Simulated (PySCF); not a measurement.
TiI4, SMILES [I][Ti]([I])([I])[I], multiplicity 1. The structure is a stationary point at B3LYP-D3(BJ)/def2-SVP. The multiplicity is an assumed one; no other spin state was optimised. The isomer is the one that the SMILES or the coordinates give; other isomers of the formula were not compared. The def2 effective core potentials stand for the cores of I; spin–orbit coupling is left out.

Question: Give the equilibrium geometry at B3LYP-D3(BJ)/def2-SVP (PySCF confirms it by a frequency run) as Cartesian coordinates in Å, and its point group. (The exact figures need the calculation; the answer reports its results.)

Answer: point group C3v.
```xyz
5

Ti     0.0000     0.0000     0.0000
I      2.0759    -1.1985    -0.8475
I      0.0000     2.3970    -0.8475
I     -2.0759    -1.1985    -0.8475
I      0.0000     0.0000     2.5424
```
Charge 0, spin multiplicity 1.
